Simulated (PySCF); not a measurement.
**Electron correlation in Ag(3+) (silver, charge +3)**

[Kr] 4d8, high-spin 3F determinant. All numbers are calculated (PySCF 2.14, a scalar-relativistic core potential, in def2-QZVPPD with the def2 core potential (28 electrons) (7s5p4d4f2g, 88 functions)). Frozen: 4s2 4p6; 8 electrons correlated.

```
  level  correlation energy (mhartree)
   CCSD                        -227.35
    (T)                          -5.11
CCSD(T)                        -232.46
```

Diagnostics: T1 = 0.00081, D1 = 0.0012, largest double amplitude 0.013.

Problem. Is a single reference adequate?

Solution. Yes, within this model without spin-orbit coupling: T1 lies below 0.03 and no double amplitude reaches 0.07.
